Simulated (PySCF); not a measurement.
Assigning NMR signals

Structure with atom numbers: `[CH3:1][O:2][C@@H:3]1[CH2:4][CH2:5][C@@H:6]1[C:7](=[O:8])[F:9]` (H(Xn): hydrogen on atom n). Ha(C4), Ha(C5) are cis to O2 on the ring; Hb(C4), Hb(C5) are trans to O2 on the ring.

Rapidly exchanging positions averaged, one conformer, gas phase, no relativistic terms. Geometry from GFN2-xTB; σ from GIAO-PBE0/pcSseg-1; PySCF 2.14.0 with density-fitted response routines.

δ = σ(ref) − σ, references computed at the same level: ¹³C, ¹H vs TMS.

Problem. Assign these signals to the numbered atoms. ¹³C{¹H} NMR (computed): δ 172.8 (C), 78.5 (CH), 59.0 (CH3), 47.7 (CH), 31.0 (CH2), 15.7 (CH2).

Solution. 
| δ (ppm) | atoms | environment | reason |
| --- | --- | --- | --- |
| 172.8 | C7 | carbonyl carbon | – |
| 78.5 | C3 | sp3 CH bonded to O | deshielded by the electronegative neighbour |
| 59.0 | C1 | methyl carbon bonded to O | deshielded by the electronegative neighbour |
| 47.7 | C6 | sp3 CH α to a carbonyl | α to the electron-withdrawing carbonyl group |
| 31.0 | C4 | sp3 CH2 in a ring | aliphatic region, no heteroatom directly attached |
| 15.7 | C5 | sp3 CH2 in a ring | – |

Problem. Assign these signals to the numbered atoms. ¹H NMR (400 MHz, computed): δ 4.02 (m, 1H), 3.48 (s, 3H), 3.34 (m, 1H), 2.71 (m, 1H), 2.42 (m, 1H), 2.20 (m, 1H), 1.76 (m, 1H).

Solution. 
```tsv
δ (ppm)	atoms	environment	reason
4.02	H(C3)	hydrogen on an sp3 CH bonded to O	its carbon carries O, which withdraws density
3.48	H(C1)	hydrogen on a methyl carbon bonded to O	its carbon carries O, hence the downfield position
3.34	H(C6)	hydrogen on an sp3 CH α to a carbonyl	–
2.71	Ha(C4)	hydrogen on an sp3 CH2 in a ring	–
2.42	Hb(C4)	hydrogen on an sp3 CH2 in a ring	–
2.20	Ha(C5)	hydrogen on an sp3 CH2 in a ring	–
1.76	Hb(C5)	hydrogen on an sp3 CH2 in a ring	–
```

Splittings by ¹⁹F in the carbon and heteronuclear signals aren't shown, as no couplings were computed. Shifts are as computed. Against solution values, carbons near 30 ppm lie about +3 ppm off and those near 130 ppm about +5 ppm. Of 1211 compounds with measured shifts, 218 miss one by over three times the rms of a fit or turn the order of signals round; such compounds aren't used in these exercises. Multiplicities follow the n + 1 count of equivalent neighbours, as no J values were calculated; m marks all less simple cases, F and P coupling included.
